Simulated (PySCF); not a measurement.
Si(Me)(OH)2(SH) (CH6O2SSi), SMILES C[Si](O)(O)S.

Coordinates come from a PBE0-D3(BJ)/def2-SVP optimisation. Other conformers were not sampled.

Calculation: TDDFT-M06-2X/def2-SVPD run with PySCF.

Vertical excitations. Isolated molecule, no solvent.

Computed lowest excited states:
```csv
state,energy (eV),λ (nm),f,main pairs
S1,6.04,205,0.014,"HOMO→LUMO 53 %, HOMO→LUMO+3 19 %, HOMO→LUMO+4 17 %"
S2,6.82,182,0.066,"HOMO→LUMO+3 33 %, HOMO→LUMO 29 %, HOMO→LUMO+1 14 %, HOMO→LUMO+4 7 %"
S3,7.37,168,0.011,"HOMO→LUMO+1 38 %, HOMO−1→LUMO 28 %, HOMO→LUMO+2 9 %, HOMO→LUMO 7 %"
S4,7.39,168,0.032,"HOMO−1→LUMO 50 %, HOMO→LUMO+2 17 %, HOMO→LUMO+1 14 %"
S5,7.70,161,0.013,"HOMO→LUMO+2 52 %, HOMO→LUMO+1 21 %"
S6,7.99,155,0.001,"HOMO→LUMO+5 30 %, HOMO→LUMO+6 17 %, HOMO→LUMO+8 11 %, HOMO→LUMO+3 11 %"
S7,8.07,154,0.010,"HOMO→LUMO+4 47 %, HOMO→LUMO+3 21 %, HOMO→LUMO+8 8 %"
S8,8.20,151,0.009,"HOMO−1→LUMO+3 19 %, HOMO−1→LUMO+4 14 %, HOMO→LUMO+6 11 %, HOMO−2→LUMO 11 %"
S9,8.26,150,0.025,"HOMO−1→LUMO+1 47 %, HOMO−2→LUMO 14 %, HOMO→LUMO+6 8 %"
S10,8.43,147,0.059,"HOMO−1→LUMO+2 41 %, HOMO→LUMO+5 16 %, HOMO→LUMO+6 14 %"
T1,5.76,215,0,"HOMO→LUMO 45 %, HOMO→LUMO+4 20 %, HOMO→LUMO+3 19 %"
T2,6.60,188,0,"HOMO→LUMO+3 31 %, HOMO→LUMO 29 %, HOMO→LUMO+1 12 %, HOMO→LUMO+4 6 %"
T3,7.11,174,0,"HOMO−1→LUMO 59 %, HOMO−1→LUMO+3 15 %, HOMO−1→LUMO+4 11 %"
T4,7.32,169,0,"HOMO→LUMO+1 53 %, HOMO→LUMO 9 %"
```
Triplets are in the Tamm–Dancoff approximation, which puts them higher than full response would, so one can lie above its singlet here.
